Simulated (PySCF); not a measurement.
RbAs at r²SCAN

Computed with r²SCAN; PySCF, scalar-relativistic core potentials, basis sets Rb def2-SVP with ECP28, As def2-SVP.

```json
{
 "state": "³Σ⁻ (triplet), unpaired electrons π ↑↑",
 "bond length": "330.9 pm",
 "harmonic wavenumber": "128 cm⁻¹",
 "force constant": "0.383 mdyn/Å",
 "rotational constant Be": "0.03868 cm⁻¹",
 "anharmonicity ωexe": "0.468 cm⁻¹",
 "vibration–rotation constant αe": "0.000172 cm⁻¹",
 "well depth De to Rb + As": "1.20 eV",
 "dissociation energy D0": "1.19 eV",
 "bond order (Mayer)": "0.84",
 "dipole moment (positive dipole means Rb(−)As(+))": "-8.98 D"
}
```

Spin–orbit coupling is left out. The state is the lowest determinant that a PBE0 search found; another state may lie lower at other levels.
